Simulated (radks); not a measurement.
Values are calculated unless marked as measured or tabulated.
Problem. All-electron atom: Te1.6+ in [Kr] 4d10 5s2 5p(up 2.4, down 0) (fractional occupations, a model configuration). Code: a radial shooting solver on a logarithmic mesh with Libxc functionals. Model: non-relativistic Kohn-Sham, LDA (Slater exchange, Perdew-Wang correlation), spin-polarised, spherical densities, point nucleus; relativity is left out, which matters for an element this heavy. Some entries of the table are withheld. Estimate them.

orbital,occ.,eigenvalue (eV),r(max) (bohr)
1s up,1,-30378.54,0.01938
1s down,1,-30378.46,0.01938
2s up,1,-4559.992,0.1072
2s down,1,-4559.949,0.1072
2p up,3,-4282.102,0.08373
2p down,3,-4282.035,0.08373
3s up,1,-916.7945,0.3060
3s down,1,-916.7179,0.3060
3p up,3,-800.4225,0.2923
3p down,3,-800.3395,0.2923
3d up,5,-583.4665,0.2383
3d down,5,-583.3898,0.2383
4s up,1,-166.6921,0.7279
4s down,1,-166.5205,0.7279
4p up,3,-126.6171,0.7492
4p down,3,-126.4238,0.7492
4d up,5,-58.8181,0.8070
4d down,5,-58.5007,0.8066
5s up,1,-28.4699,1.832
5s down,1,-26.8361,1.817
5p up,2.4,(1),2.084
5p down,0,(2),2.077

Solution. 
(1) 5p up eigenvalue (eV): -19.6233
(2) 5p down eigenvalue (eV): -17.9756
